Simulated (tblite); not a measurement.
Compound: C₇H₁₄BClO.
Atom-mapped SMILES: `[CH3:1][C@H:2]([CH2:3][Cl:4])[O:5][BH:6][CH:7]1[CH2:8][CH2:9][CH2:10]1` (hydrogens: H11, H12, H13 on C1; H14 on C2; H15, H16 on C3; H17 on B6; H18 on C7; H19, H20 on C8; H21, H22 on C9; H23, H24 on C10)

Computed with GFN2-xTB (tblite), gas phase: L-BFGS steps from a force-field or distance-geometry start until the largest atomic force falls under 0.01 eV/Å.

Step 93: E = -870.9411 eV
```
atom  x, y, z in Å  |  force x, y, z in eV/Å
C1     -2.7289   -0.6569    0.7688   -0.015   0.005   0.008
C2     -1.7763    0.1153   -0.1457   -0.010  -0.007   0.017
C3     -2.5661    1.0630   -1.0509   -0.014  -0.022   0.029
Cl4    -1.5000    2.2684   -1.8080    0.006  -0.006  -0.011
O5     -1.0844   -0.8057   -0.9598   -0.029   0.017  -0.035
B6      0.2211   -0.8119   -1.2111    0.012  -0.025   0.009
C7      1.2858    0.1736   -0.5503   -0.022  -0.004   0.003
C8      1.4927    0.0132    0.9813    0.009  -0.005  -0.004
C9      3.0006   -0.1555    0.7568    0.018  -0.001  -0.007
C10     2.7850   -0.1300   -0.7623   -0.021   0.008  -0.009
H11    -3.5359   -1.0975    0.1893    0.014  -0.015  -0.005
H12    -3.1466    0.0023    1.5242   -0.022   0.016  -0.018
H13    -2.1843   -1.4560    1.2647    0.016   0.008  -0.007
H14    -1.0707    0.6916    0.4648    0.001   0.020  -0.004
H15    -3.0328    0.4961   -1.8565   -0.013   0.002  -0.004
H16    -3.3197    1.6097   -0.4865    0.004   0.020   0.026
H17     0.5415   -1.6668   -1.9501    0.023  -0.006  -0.025
H18     1.0636    1.2136   -0.8016    0.006   0.005   0.012
H19     1.2111    0.8716    1.5910   -0.009   0.002  -0.021
H20     1.0133   -0.8765    1.3897    0.009   0.004   0.015
H21     3.5920    0.6809    1.1240   -0.002   0.013   0.021
H22     3.4230   -1.0779    1.1498    0.011  -0.016   0.003
H23     2.9637   -1.0863   -1.2495    0.021  -0.002   0.013
H24     3.3406    0.6415   -1.2920    0.005  -0.009  -0.007
```

Step 94: E = -870.9416 eV
```
atom  x, y, z in Å  |  force x, y, z in eV/Å
C1     -2.7270   -0.6558    0.7690    0.003  -0.004   0.004
C2     -1.7775    0.1172   -0.1477    0.004  -0.013   0.015
C3     -2.5711    1.0625   -1.0512   -0.013  -0.018   0.023
Cl4    -1.5070    2.2654   -1.8148    0.007   0.002  -0.011
O5     -1.0841   -0.8025   -0.9625   -0.044   0.017  -0.033
B6      0.2216   -0.8102   -1.2129    0.007   0.007   0.028
C7      1.2869    0.1737   -0.5493   -0.003  -0.004  -0.003
C8      1.4937    0.0117    0.9822    0.006  -0.011  -0.009
C9      3.0018   -0.1559    0.7582    0.013   0.001  -0.006
C10     2.7863   -0.1313   -0.7615   -0.013   0.006   0.000
H11    -3.5354   -1.0961    0.1921    0.000  -0.021  -0.017
H12    -3.1426    0.0022    1.5261   -0.022   0.021  -0.008
H13    -2.1803   -1.4557    1.2610    0.015   0.007   0.003
H14    -1.0719    0.6958    0.4605    0.004   0.020   0.002
H15    -3.0404    0.4949   -1.8544   -0.018  -0.007  -0.009
H16    -3.3232    1.6095   -0.4850    0.010   0.023   0.024
H17     0.5415   -1.6630   -1.9533    0.028  -0.017  -0.032
H18     1.0680    1.2152   -0.7983   -0.002  -0.005   0.007
H19     1.2111    0.8689    1.5931   -0.007   0.006  -0.022
H20     1.0145   -0.8783    1.3897    0.006  -0.005   0.015
H21     3.5904    0.6816    1.1285    0.003   0.002   0.003
H22     3.4248   -1.0785    1.1509    0.010  -0.005   0.002
H23     2.9647   -1.0894   -1.2464    0.013   0.011   0.018
H24     3.3435    0.6379   -1.2938   -0.006  -0.015   0.008
```

Problem. Estimate the geometry and energy of step 95. (The exact step hangs on the optimiser's Hessian estimate; all steps are aligned on step 94, rigid shifts and turns removed.)

Solution. E = -870.9420 eV, largest force 0.049 eV/Å
```
atom  x, y, z in Å  |  force x, y, z in eV/Å
C1     -2.7254   -0.6554    0.7694    0.002   0.000   0.000
C2     -1.7786    0.1186   -0.1491    0.009  -0.008   0.004
C3     -2.5758    1.0619   -1.0511   -0.008  -0.005   0.008
Cl4    -1.5121    2.2621   -1.8208   -0.001   0.003  -0.006
O5     -1.0844   -0.7988   -0.9663   -0.043   0.008  -0.021
B6      0.2219   -0.8087   -1.2142    0.000   0.026   0.025
C7      1.2876    0.1736   -0.5482    0.012  -0.004  -0.006
C8      1.4947    0.0102    0.9830    0.003  -0.014  -0.009
C9      3.0031   -0.1562    0.7593    0.002   0.002  -0.001
C10     2.7871   -0.1325   -0.7609    0.001   0.003   0.014
H11    -3.5353   -1.0959    0.1944    0.005  -0.017  -0.014
H12    -3.1393    0.0031    1.5277   -0.016   0.008  -0.013
H13    -2.1762   -1.4551    1.2582    0.013   0.004   0.015
H14    -1.0730    0.6996    0.4569    0.003   0.013   0.005
H15    -3.0471    0.4935   -1.8526   -0.020  -0.008  -0.005
H16    -3.3262    1.6101   -0.4836    0.017   0.022   0.020
H17     0.5421   -1.6593   -1.9571    0.024  -0.017  -0.028
H18     1.0713    1.2164   -0.7949   -0.008  -0.014   0.002
H19     1.2109    0.8668    1.5942   -0.005   0.007  -0.021
H20     1.0158   -0.8799    1.3903    0.006  -0.009   0.013
H21     3.5890    0.6824    1.1324    0.007  -0.011  -0.014
H22     3.4264   -1.0792    1.1518    0.009   0.009  -0.001
H23     2.9657   -1.0920   -1.2434    0.005   0.018   0.020
H24     3.3459    0.6346   -1.2951   -0.016  -0.016   0.015
```

The energy changes by -0.0004 eV. The first-order estimate −F·Δx gives -0.0005 eV and the mean of the old and new forces, exact on a quadratic surface, -0.0004 eV. The step makes an angle of 77° with the force vector and moves no atom by more than 0.009 Å.

The cost below is that of the whole relaxation. The run took 4.2 s wall on an Intel Xeon at 2.50 GHz with one thread, on a shared host.
